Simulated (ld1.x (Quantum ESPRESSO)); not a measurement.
Ta: what ld1.x (Quantum ESPRESSO) 7.5 does with a changed input

Command:

```bash
ld1.x < Ta.in > Ta.out
```

Input:

```
&input
   title='Ta', zed=73., rel=1, dft='PZ', iswitch=3,
   config='[Xe] 4f14 5d3 6s1.75 6p0.25',
   nld=3, rlderiv=2.85, eminld=-2.0, emaxld=5.0, deld=0.02
 /
 &inputp
   pseudotype=1, tm=.true., lloc=1,
   nlcc=.true., new_core_ps=.true., rcore=4.00,
   file_pseudopw='Ta.pp', file_wfcaegen='ae.wfc', file_wfcncgen='nc.wfc'
 /
3
6S  1  0   1.75   0.00  2.50  2.50  0.0
5D  3  2   3.00   0.00  2.25  2.25  0.0
6P  2  1   0.25   0.00  2.60  2.60  0.0
 &test
   configts(1)='5d3 6s1.75 6p0.25'
 /
```

This is an input that runs to its end, with one change: rcore set to 4.00 bohr.

Question: How does the run end?

Answer: The program runs through. The occupied levels of the test differ from the all-electron ones by at most 0.00000 Ry (unchanged input: 0.00000 Ry).

```
     mesh =1273 r(mesh) = 100.43799 xmin = -7.00 dx = 0.01250

     n l     nl             e AE (Ry)        e PS (Ry)    De AE-PS (Ry)
     3 2     5D   1( 3.00)       -0.30355       -0.30355        0.00000
     1 0     6S   1( 1.75)       -0.43260       -0.43260        0.00000
     2 1     6P   1( 0.25)       -0.12442       -0.12442       -0.00000

     eps = 1.3E-15  iter =  9

     Etot =  -31190.621592 Ry,  -15595.310796 Ha, -424370.025697 eV
     Etotps =    -9.472484 Ry,      -4.736242 Ha,    -128.879705 eV

     Ekin =       8.731165 Ry,       4.365583 Ha,     118.793553 eV
     Encl =     -16.369574 Ry,      -8.184787 Ha,    -222.719406 eV
     Ehrt =       8.407859 Ry,       4.203930 Ha,     114.394754 eV
     Ecxc =      -2.488913 Ry,      -1.244456 Ha,     -33.863381 eV
     (Ecc =      -0.035714 Ry,      -0.017857 Ha,      -0.485910 eV)
     Epseu=      -7.753021 Ry,      -3.876511 Ha,    -105.485225 eV

     ---------------------- End of pseudopotential test ----------------------
```
